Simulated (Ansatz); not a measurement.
Born–Oppenheimer molecular dynamics of GeH$_{6}$O (8 atoms, charge 0, multiplicity 1). It starts at the highest image of a converged band. Of that band: Neighbouring images differ by up to 1.2 eV, so the band resolves the path poorly. A vibrational analysis at the climbing image gives one clearly imaginary mode, 1226i cm⁻¹: a first-order saddle point.

These are results of Ansatz 0.2.0, RKS PBE/def2-SVP, not measurements.

```
ensemble                      : NVE (velocity Verlet)
time step                     : 0.5 fs
steps asked                   : 200
starting velocities drawn for : 100 K
seed                          : 3554
```

Frames 1 fs apart, positions in Å, forces in eV/Å.

Velocities at 25 fs (Å/ps):

```
Ge -4.49 -2.40 -0.56
H 39.36 49.57 74.59
H -28.42 13.62 29.58
H -3.16 -0.62 27.04
H 48.82 24.46 5.74
O 13.15 2.69 -8.16
H 27.51 4.76 -33.18
H 30.48 38.15 66.42
```

```xyz
8
Properties=species:S:1:pos:R:3:forces:R:3 time_fs=25 energy_less_start_eV=-1.473 T=1999
Ge -0.249 0.021 -0.199 -0.72 0.36 -0.01
H 0.135 1.237 2.569 -0.06 -0.01 0.06
H 1.018 -0.462 0.567 -0.10 -0.14 -0.05
H -0.256 1.573 -0.252 0.10 -0.13 -0.18
H -0.370 -0.651 -1.623 0.10 0.14 0.32
O -1.840 -0.300 0.703 1.04 -0.09 -0.49
H -1.915 -1.268 0.617 -0.38 -0.18 0.23
H -0.523 0.866 2.414 0.01 0.04 0.12
8
Properties=species:S:1:pos:R:3:forces:R:3 time_fs=26 energy_less_start_eV=-1.474 T=2001
Ge -0.253 0.019 -0.200 -0.39 0.78 0.16
H 0.174 1.286 2.644 -0.43 -0.23 -0.05
H 0.989 -0.449 0.597 0.04 -0.21 -0.01
H -0.259 1.572 -0.226 0.11 -0.11 -0.22
H -0.321 -0.626 -1.616 0.01 -0.01 0.06
O -1.827 -0.297 0.695 0.75 -0.27 -0.43
H -1.890 -1.264 0.585 -0.49 -0.20 0.30
H -0.492 0.905 2.481 0.38 0.25 0.19
8
Properties=species:S:1:pos:R:3:forces:R:3 time_fs=27 energy_less_start_eV=-1.453 T=1973
Ge -0.258 0.017 -0.200 0.00 1.16 0.32
H 0.208 1.333 2.718 -0.54 -0.30 -0.09
H 0.961 -0.439 0.626 0.17 -0.28 0.03
H -0.261 1.569 -0.202 0.12 -0.08 -0.26
H -0.271 -0.601 -1.609 -0.05 -0.15 -0.22
O -1.813 -0.295 0.686 0.39 -0.55 -0.36
H -1.869 -1.262 0.555 -0.57 -0.11 0.38
H -0.458 0.946 2.550 0.50 0.32 0.20
8
Properties=species:S:1:pos:R:3:forces:R:3 time_fs=28 energy_less_start_eV=-1.419 T=1929
Ge -0.263 0.015 -0.201 0.44 1.48 0.43
H 0.238 1.377 2.791 -0.36 -0.21 -0.06
H 0.934 -0.430 0.656 0.26 -0.32 0.05
H -0.261 1.566 -0.181 0.12 -0.04 -0.29
H -0.222 -0.577 -1.603 -0.10 -0.27 -0.45
O -1.799 -0.292 0.677 -0.04 -0.88 -0.28
H -1.853 -1.261 0.530 -0.64 0.02 0.46
H -0.419 0.990 2.620 0.32 0.22 0.15
8
Properties=species:S:1:pos:R:3:forces:R:3 time_fs=29 energy_less_start_eV=-1.374 T=1871
Ge -0.267 0.013 -0.201 0.95 1.70 0.45
H 0.264 1.420 2.864 0.04 0.03 0.03
H 0.910 -0.425 0.686 0.30 -0.34 0.03
H -0.260 1.563 -0.162 0.13 0.00 -0.32
H -0.174 -0.556 -1.602 -0.14 -0.35 -0.58
O -1.785 -0.291 0.668 -0.53 -1.16 -0.16
H -1.844 -1.260 0.509 -0.68 0.12 0.52
H -0.377 1.036 2.692 -0.07 -0.02 0.03
8
Properties=species:S:1:pos:R:3:forces:R:3 time_fs=30 energy_less_start_eV=-1.320 T=1802
Ge -0.271 0.011 -0.202 1.54 1.83 0.35
H 0.291 1.463 2.938 0.44 0.27 0.14
H 0.888 -0.423 0.716 0.30 -0.33 -0.03
H -0.258 1.560 -0.146 0.12 0.05 -0.34
H -0.128 -0.539 -1.607 -0.17 -0.36 -0.57
O -1.771 -0.290 0.659 -1.06 -1.34 -0.01
H -1.841 -1.257 0.493 -0.70 0.15 0.55
H -0.335 1.081 2.765 -0.47 -0.27 -0.09
8
Properties=species:S:1:pos:R:3:forces:R:3 time_fs=31 energy_less_start_eV=-1.268 T=1735
Ge -0.276 0.010 -0.202 2.19 1.88 0.13
H 0.322 1.508 3.012 0.55 0.34 0.17
H 0.870 -0.424 0.746 0.26 -0.31 -0.13
H -0.255 1.557 -0.134 0.12 0.08 -0.35
H -0.083 -0.525 -1.616 -0.22 -0.33 -0.43
O -1.758 -0.290 0.650 -1.62 -1.40 0.19
H -1.845 -1.254 0.482 -0.71 0.08 0.55
H -0.298 1.125 2.837 -0.57 -0.34 -0.13
8
Properties=species:S:1:pos:R:3:forces:R:3 time_fs=32 energy_less_start_eV=-1.221 T=1674
Ge -0.280 0.009 -0.202 2.88 1.85 -0.17
H 0.357 1.556 3.088 0.28 0.18 0.09
H 0.854 -0.429 0.774 0.20 -0.28 -0.24
H -0.251 1.554 -0.125 0.11 0.10 -0.35
H -0.040 -0.514 -1.630 -0.29 -0.26 -0.21
O -1.746 -0.290 0.641 -2.19 -1.39 0.42
H -1.856 -1.249 0.476 -0.69 -0.03 0.52
H -0.267 1.165 2.907 -0.30 -0.18 -0.07
8
Properties=species:S:1:pos:R:3:forces:R:3 time_fs=33 energy_less_start_eV=-1.168 T=1606
Ge -0.283 0.008 -0.203 3.54 1.79 -0.50
H 0.395 1.606 3.165 -0.15 -0.09 -0.04
H 0.839 -0.435 0.801 0.14 -0.23 -0.36
H -0.246 1.553 -0.119 0.09 0.11 -0.35
H 0.000 -0.505 -1.646 -0.36 -0.18 0.06
O -1.735 -0.292 0.633 -2.74 -1.35 0.67
H -1.873 -1.245 0.476 -0.65 -0.14 0.48
H -0.238 1.203 2.977 0.13 0.09 0.05
8
Properties=species:S:1:pos:R:3:forces:R:3 time_fs=34 energy_less_start_eV=-1.108 T=1529
Ge -0.286 0.007 -0.203 4.15 1.71 -0.81
H 0.432 1.655 3.241 -0.46 -0.29 -0.13
H 0.827 -0.445 0.824 0.08 -0.18 -0.47
H -0.239 1.553 -0.117 0.07 0.10 -0.34
H 0.037 -0.498 -1.661 -0.44 -0.11 0.30
O -1.726 -0.294 0.625 -3.27 -1.35 0.89
H -1.896 -1.242 0.480 -0.58 -0.16 0.43
H -0.207 1.242 3.047 0.44 0.29 0.14
8
Properties=species:S:1:pos:R:3:forces:R:3 time_fs=35 energy_less_start_eV=-1.056 T=1462
Ge -0.289 0.006 -0.204 4.65 1.62 -1.07
H 0.465 1.702 3.317 -0.50 -0.33 -0.15
H 0.814 -0.455 0.842 0.04 -0.13 -0.56
H -0.233 1.554 -0.118 0.05 0.07 -0.33
H 0.069 -0.493 -1.674 -0.52 -0.06 0.49
O -1.718 -0.298 0.617 -3.74 -1.42 1.09
H -1.925 -1.241 0.488 -0.47 -0.08 0.37
H -0.173 1.284 3.119 0.49 0.32 0.15
8
Properties=species:S:1:pos:R:3:forces:R:3 time_fs=36 energy_less_start_eV=-1.021 T=1417
Ge -0.290 0.006 -0.204 5.00 1.53 -1.25
H 0.493 1.745 3.391 -0.27 -0.18 -0.08
H 0.803 -0.467 0.856 0.03 -0.08 -0.61
H -0.225 1.555 -0.122 0.02 0.04 -0.30
H 0.097 -0.487 -1.681 -0.58 -0.02 0.61
O -1.713 -0.302 0.610 -4.14 -1.53 1.24
H -1.958 -1.240 0.500 -0.32 0.07 0.32
H -0.135 1.329 3.192 0.26 0.17 0.08
```

Of the whole run (100 fs, mean temperature of the second half 1603 K): The conserved energy stayed within 0.071 meV per atom of its start (net change -0.016 meV per atom), so the integration is sound. The kinetic energy rose, since the run started high on the potential surface and went downhill. It ends in pieces (GeH4O + H2), so much of that is their flight and rotation, not heat. A run of 0.1 ps of so small a system gives no equilibrium averages. The orbitals stay closed-shell, which can raise the energy where a bond breaks towards radicals; this wasn't checked here.

Run time: 4.9 min on 1 thread of Arm Neoverse V1, with other jobs on the host, peak memory 0.15 GiB.
